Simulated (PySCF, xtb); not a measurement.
W(O)(NH)(Cl)2 (Cl2HNOW), SMILES [NH]=[W](=[O])([Cl])[Cl], multiplicity 1.

Harmonic wavenumbers (cm⁻¹) from GFN2-xTB (xtb) at its own minimum, in rising order: 119, 149, 160, 180, 244, 335, 336, 574, 665, 850, 926, 3366.

### Question
What does PBE-D3(BJ)/def2-SVP (PySCF) give at its own minimum? (The exact figures need the calculation; the answer reports its results.)

### Answer
105, 154, 206, 213, 305, 392, 405, 528, 624, 961, 997, 3519. Paired by order, the mean absolute difference is 59 cm⁻¹ and the zero-point energies are 11.3 and 12.0 kcal/mol.
